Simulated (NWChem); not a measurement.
Everything below was run with NWChem. System: C₂H₄F₂, charge 1, spin multiplicity 2, at the geometry of a parent with another charge or spin, in a state set for the comparison that need not be this species' ground state. Its SCF solution wasn't tested for a lower state. Level: UHF/def2-TZVP.

The NWChem input:

```
start mol
memory heap 200 mb stack 900 mb global 1100 mb
charge 1
geometry units angstroms nocenter noautoz
  C     -0.282618     1.347731     0.000000
  C     -0.322588    -0.161786     0.000000
  F      0.321833    -0.650744    -1.107166
  F      0.321833    -0.650744     1.107166
  H      0.772715     1.683611     0.000000
  H     -0.788100     1.745890    -0.900592
  H     -0.788100     1.745890     0.900592
  H     -1.358267    -0.577671     0.000000
  symmetry group Cs
end
basis spherical
  * library def2-tzvp
end
scf
  uhf
  nopen 1
  maxiter 100
  thresh 1e-7
  semidirect memsize 60000000 filesize 0
  # guess.movecs holds the orbitals of an unrestricted PBE0 run
  vectors input guess.movecs output mol.movecs
end
task scf energy
```

NWChem printed:

```
             Northwest Computational Chemistry Package (NWChem) 7.3.0
             --------------------------------------------------------

                                NWChem Input Module
                                -------------------

 Scaling coordinates for geometry "geometry" by  1.889725989
 (inverse scale =  0.529177249)

 Turning off AUTOSYM since
 SYMMETRY directive was detected!

                             Geometry "geometry" -> ""
                             -------------------------

 Output coordinates in angstroms (scale by  1.889725989 to convert to a.u.)

  No.       Tag          Charge          X              Y              Z
 ---- ---------------- ---------- -------------- -------------- --------------
    1 C                    6.0000    -0.28261800     1.34773100     0.00000000
    2 C                    6.0000    -0.32258800    -0.16178600     0.00000000
    3 F                    9.0000     0.32183300    -0.65074400    -1.10716600
    4 F                    9.0000     0.32183300    -0.65074400     1.10716600
    5 H                    1.0000     0.77271500     1.68361100     0.00000000
    6 H                    1.0000    -0.78810000     1.74589000    -0.90059200
    7 H                    1.0000    -0.78810000     1.74589000     0.90059200
    8 H                    1.0000    -1.35826700    -0.57767100     0.00000000

 Effective nuclear repulsion energy (a.u.)     131.4376225176

            Nuclear Dipole moment (a.u.)
            ----------------------------
        X                 Y               Z
 ---------------- ---------------- ----------------
     0.0000113384    -0.0000037795     0.0000000000

      Symmetry information
      --------------------

 Group name             Cs
 Group number              2
 Group order               2
 No. of unique centers     6

      Symmetry unique atoms

     1    2    3    5    6    8


 Summary of "ao basis" -> "" (spherical)
 ------------------------------------------------------------------------------
       Tag                 Description            Shells   Functions and Types
 ---------------- ------------------------------  ------  ---------------------
 *                         def2-tzvp                  on all atoms

 Summary of "ao basis" -> "ao basis" (spherical)
 ------------------------------------------------------------------------------
       Tag                 Description            Shells   Functions and Types
 ---------------- ------------------------------  ------  ---------------------
 C                         def2-tzvp                11       31   5s3p2d1f
 F                         def2-tzvp                11       31   5s3p2d1f
 H                         def2-tzvp                 4        6   3s1p

                                 NWChem SCF Module
                                 -----------------

  ao basis        = "ao basis"
  functions       =   148
  atoms           =     8
  alpha electrons =    17
  beta  electrons =    16
  charge          =   1.00
  wavefunction    = UHF
  use symmetry    = T
  symmetry adapt  = T

 Summary of "ao basis" -> "ao basis" (spherical)
 ------------------------------------------------------------------------------
       Tag                 Description            Shells   Functions and Types
 ---------------- ------------------------------  ------  ---------------------
 C                         def2-tzvp                11       31   5s3p2d1f
 F                         def2-tzvp                11       31   5s3p2d1f
 H                         def2-tzvp                 4        6   3s1p

      Symmetry analysis of basis
      --------------------------

        a'         89
        a"         59

 Forming initial guess at       0.0s

   Symmetry analysis of molecular orbitals - initial alpha
   -------------------------------------------------------

  Numbering of irreducible representations:

     1 a'          2 a"

  Orbital symmetries:

     1 a"          2 a'          3 a'          4 a'          5 a'
     6 a"          7 a'          8 a'          9 a'         10 a"
    11 a'         12 a"         13 a'         14 a"         15 a'
    16 a"         17 a'         18 a"         19 a'         20 a'
    21 a'         22 a"         23 a'         24 a'         25 a'
    26 a"         27 a'

   Symmetry analysis of molecular orbitals - initial beta
   ------------------------------------------------------

  Numbering of irreducible representations:

     1 a'          2 a"

  Orbital symmetries:

     1 a"          2 a'          3 a'          4 a'          5 a'
     6 a"          7 a'          8 a'          9 a"         10 a'
    11 a'         12 a"         13 a'         14 a"         15 a'
    16 a"         17 a'         18 a"         19 a'         20 a'
    21 a'         22 a"         23 a'         24 a'         25 a'
    26 a"         27 a'

 Starting SCF solution at       0.1s

 ----------------------------------------------
         Quadratically convergent UHF

 Convergence threshold     :          1.000E-07
 Maximum no. of iterations :          100
 Integral*density screening:          1.000E-09
 ----------------------------------------------

              iter       energy          gnorm     gmax       time
             ----- ------------------- --------- --------- --------
                 1     -276.5676006167  6.88D-01  1.23D-01      1.8
                 2     -276.5947214118  1.64D-01  3.01D-02      2.0
                 3     -276.6008849986  2.06D-02  6.14D-03      3.3
                 4     -276.6010947804  5.67D-04  2.33D-04      5.1
[...]
  ----- ------------  ---------------      ----- ------------  ---------------
     8      0.327447  1 C  pz                11      0.300337  1 C  pz
   132     -0.192248  6 H  s                138      0.192248  7 H  s

 Vector   17  Occ=1.000000D+00  E=-8.436306D-01  Symmetry=a'
              MO Center= -1.3D-01,  1.1D+00, -1.8D-13, r^2= 2.0D+00
   Bfn.  Coefficient  Atom+Function         Bfn.  Coefficient  Atom+Function
  ----- ------------  ---------------      ----- ------------  ---------------
     6      0.297692  1 C  px                 9      0.265540  1 C  px
   126      0.225679  5 H  s                125      0.151876  5 H  s

 Vector   18  Occ=0.000000D+00  E=-6.457815D-02  Symmetry=a'
              MO Center= -1.5D+00,  2.0D-01,  1.3D-13, r^2= 4.9D+00
   Bfn.  Coefficient  Atom+Function         Bfn.  Coefficient  Atom+Function
  ----- ------------  ---------------      ----- ------------  ---------------
     5      2.384687  1 C  s                145     -2.127414  8 H  s
   133     -1.179651  6 H  s                139     -1.179651  7 H  s
    36      1.014770  2 C  s                 43     -0.888826  2 C  px
   127     -0.773418  5 H  s                 13      0.446545  1 C  py
    44     -0.256835  2 C  py                 4     -0.236401  1 C  s

 Vector   19  Occ=0.000000D+00  E=-3.599537D-02  Symmetry=a'
              MO Center= -1.3D-01,  1.1D+00,  1.3D-14, r^2= 6.8D+00
   Bfn.  Coefficient  Atom+Function         Bfn.  Coefficient  Atom+Function
  ----- ------------  ---------------      ----- ------------  ---------------
     5      5.657474  1 C  s                 36     -3.484887  2 C  s
   127     -2.179329  5 H  s                145      1.499916  8 H  s
   133     -1.204728  6 H  s                139     -1.204728  7 H  s
    44     -1.110489  2 C  py                13     -0.673425  1 C  py
    43      0.506572  2 C  px                12      0.287139  1 C  px

 Vector   20  Occ=0.000000D+00  E=-5.147010D-03  Symmetry=a"
              MO Center= -5.6D-01,  8.6D-02, -6.4D-14, r^2= 3.7D+00
   Bfn.  Coefficient  Atom+Function         Bfn.  Coefficient  Atom+Function
  ----- ------------  ---------------      ----- ------------  ---------------
    45      1.469759  2 C  pz                67      0.847213  3 F  s
    98     -0.847213  4 F  s                 42      0.443043  2 C  pz
   133      0.415513  6 H  s                139     -0.415513  7 H  s
    39      0.260976  2 C  pz                74     -0.243168  3 F  px
   105      0.243168  4 F  px                14     -0.213700  1 C  pz

                     UHF Final Beta Molecular Orbital Analysis
                     -----------------------------------------

 Vector   14  Occ=1.000000D+00  E=-8.733154D-01  Symmetry=a'
              MO Center= -1.7D-02, -6.5D-02, -2.6D-14, r^2= 2.2D+00
   Bfn.  Coefficient  Atom+Function         Bfn.  Coefficient  Atom+Function
  ----- ------------  ---------------      ----- ------------  ---------------
    68      0.268111  3 F  px                99      0.268111  4 F  px
    71      0.236558  3 F  px               102      0.236558  4 F  px
    37     -0.156335  2 C  px                35      0.154640  2 C  s

 Vector   15  Occ=1.000000D+00  E=-8.265236D-01  Symmetry=a"
              MO Center= -2.7D-01,  8.6D-01,  1.4D-14, r^2= 2.5D+00
   Bfn.  Coefficient  Atom+Function         Bfn.  Coefficient  Atom+Function
  ----- ------------  ---------------      ----- ------------  ---------------
     8      0.278620  1 C  pz                11      0.263785  1 C  pz
    69      0.196929  3 F  py               100     -0.196929  4 F  py
    72      0.174749  3 F  py               103     -0.174749  4 F  py
   132     -0.175443  6 H  s                138      0.175443  7 H  s

 Vector   16  Occ=1.000000D+00  E=-8.248221D-01  Symmetry=a'
              MO Center= -1.0D-01,  1.1D+00, -2.5D-14, r^2= 2.0D+00
   Bfn.  Coefficient  Atom+Function         Bfn.  Coefficient  Atom+Function
  ----- ------------  ---------------      ----- ------------  ---------------
     6      0.297020  1 C  px                 9      0.273856  1 C  px
   126      0.200790  5 H  s

 Vector   17  Occ=0.000000D+00  E=-4.131007D-01  Symmetry=a'
              MO Center= -3.0D-01,  2.2D-01, -3.1D-15, r^2= 2.1D+00
   Bfn.  Coefficient  Atom+Function         Bfn.  Coefficient  Atom+Function
  ----- ------------  ---------------      ----- ------------  ---------------
    38     -0.233290  2 C  py                10      0.224011  1 C  py
     7      0.220015  1 C  py               144      0.203616  8 H  s
    41     -0.194784  2 C  py               145      0.171608  8 H  s
    69      0.158438  3 F  py               100      0.158438  4 F  py

 Vector   18  Occ=0.000000D+00  E=-5.444466D-02  Symmetry=a'
              MO Center= -1.4D+00,  3.1D-01,  8.3D-15, r^2= 5.2D+00
   Bfn.  Coefficient  Atom+Function         Bfn.  Coefficient  Atom+Function
  ----- ------------  ---------------      ----- ------------  ---------------
     5      2.551294  1 C  s                145     -2.065939  8 H  s
   133     -1.276290  6 H  s                139     -1.276290  7 H  s
    36      0.964927  2 C  s                 43     -0.899456  2 C  px
   127     -0.841749  5 H  s                 13      0.565170  1 C  py
     4     -0.286542  1 C  s                144      0.281542  8 H  s

 Vector   19  Occ=0.000000D+00  E=-2.967194D-02  Symmetry=a'
              MO Center= -2.6D-01,  1.1D+00,  6.8D-15, r^2= 7.1D+00
   Bfn.  Coefficient  Atom+Function         Bfn.  Coefficient  Atom+Function
  ----- ------------  ---------------      ----- ------------  ---------------
     5      5.891454  1 C  s                 36     -3.700705  2 C  s
   127     -2.087520  5 H  s                145      1.633956  8 H  s
   133     -1.292986  6 H  s                139     -1.292986  7 H  s
    44     -1.144042  2 C  py                13     -0.771910  1 C  py
    43      0.549495  2 C  px                41     -0.215374  2 C  py

 center of mass
 --------------
 x =   0.07977788 y =  -0.16774634 z =   0.00000000

 moments of inertia (a.u.)
 ------------------
         340.071461401630          44.017660203034           0.000000000000
          44.017660203034         206.943423523366           0.000000000000
           0.000000000000           0.000000000000         202.679069454297

  Mulliken analysis of the total density
  --------------------------------------

    Atom       Charge   Shell Charges
 -----------   ------   -------------------------------------------------------
    1 C    6     6.23   0.85  1.12  0.50  0.74  0.05  1.23  1.37  0.29  0.02  0.04  0.00
    2 C    6     5.61   0.86  1.12  0.54  0.64  0.02  1.05  1.04  0.04  0.05  0.23  0.03
    3 F    9     9.10   0.77  1.20  0.61  1.02  0.32  2.21  2.23  0.71  0.00  0.02  0.00
    4 F    9     9.10   0.77  1.20  0.61  1.02  0.32  2.21  2.23  0.71  0.00  0.02  0.00
    5 H    1     0.74   0.24  0.43  0.05  0.02
    6 H    1     0.77   0.25  0.44  0.05  0.02
    7 H    1     0.77   0.25  0.44  0.05  0.02
    8 H    1     0.69   0.23  0.39  0.05  0.02

  Mulliken analysis of the alpha density
  --------------------------------------

    Atom       Charge   Shell Charges
 -----------   ------   -------------------------------------------------------
    1 C    6     3.27   0.43  0.56  0.25  0.37  0.02  0.69  0.77  0.15  0.01  0.03  0.00
    2 C    6     2.90   0.43  0.56  0.27  0.30  0.00  0.60  0.56  0.02  0.03  0.12  0.01
    3 F    9     4.61   0.39  0.60  0.31  0.51  0.16  1.15  1.14  0.35  0.00  0.01  0.00
    4 F    9     4.61   0.39  0.60  0.31  0.51  0.16  1.15  1.14  0.35  0.00  0.01  0.00
    5 H    1     0.40   0.13  0.23  0.03  0.01
    6 H    1     0.38   0.12  0.22  0.03  0.01
    7 H    1     0.38   0.12  0.22  0.03  0.01
    8 H    1     0.45   0.15  0.26  0.03  0.01

   Mulliken analysis of the beta density
   -------------------------------------

    Atom       Charge   Shell Charges
 -----------   ------   -------------------------------------------------------
    1 C    6     2.95   0.43  0.56  0.25  0.37  0.03  0.54  0.61  0.14  0.01  0.02  0.00
    2 C    6     2.71   0.43  0.56  0.27  0.34  0.02  0.45  0.48  0.03  0.02  0.11  0.01
    3 F    9     4.48   0.39  0.60  0.30  0.51  0.16  1.06  1.09  0.36  0.00  0.01  0.00
    4 F    9     4.48   0.39  0.60  0.30  0.51  0.16  1.06  1.09  0.36  0.00  0.01  0.00
    5 H    1     0.35   0.11  0.20  0.02  0.01
    6 H    1     0.39   0.13  0.23  0.03  0.01
    7 H    1     0.39   0.13  0.23  0.03  0.01
    8 H    1     0.24   0.08  0.13  0.02  0.01

   Mulliken analysis of the spin density
   -------------------------------------

    Atom       Charge   Shell Charges
 -----------   ------   -------------------------------------------------------
    1 C    6     0.32  -0.00 -0.00  0.01 -0.00 -0.01  0.16  0.16  0.00  0.00  0.01  0.00
    2 C    6     0.18  -0.00  0.00  0.00 -0.04 -0.02  0.15  0.08 -0.01  0.01  0.01  0.00
    3 F    9     0.13   0.00 -0.00  0.01  0.00 -0.00  0.09  0.05 -0.02 -0.00 -0.00 -0.00
    4 F    9     0.13   0.00 -0.00  0.01  0.00 -0.00  0.09  0.05 -0.02 -0.00 -0.00 -0.00
    5 H    1     0.05   0.02  0.03  0.01  0.00
    6 H    1    -0.01  -0.00 -0.01 -0.00  0.00
    7 H    1    -0.01  -0.00 -0.01 -0.00  0.00
    8 H    1     0.21   0.07  0.12  0.01  0.00

       Multipole analysis of the density wrt the origin
       ------------------------------------------------

     L   x y z        total         alpha         beta         nuclear
     -   - - -        -----         -----         ----         -------
     0   0 0 0      1.000000    -17.000000    -16.000000     34.000000

     1   1 0 0     -1.177451     -0.336876     -0.840586      0.000011
     1   0 1 0      1.304810      0.488050      0.816763     -0.000004
     1   0 0 1      0.000000      0.000000      0.000000      0.000000

     2   2 0 0    -12.380357    -18.966330    -17.169366     23.755339
     2   1 1 0      0.688019     11.523672     12.048662    -22.884315
     2   1 0 1     -0.000000     -0.000000      0.000000      0.000000
     2   0 2 0     -9.654869    -56.608760    -52.829697     99.783588
     2   0 1 1      0.000000      0.000000      0.000000      0.000000
     2   0 0 2    -15.479575    -50.708978    -49.357790     84.587193

 Task  times  cpu:       11.6s     wall:       11.6s

 Total times  cpu:       11.6s     wall:       11.6s
```
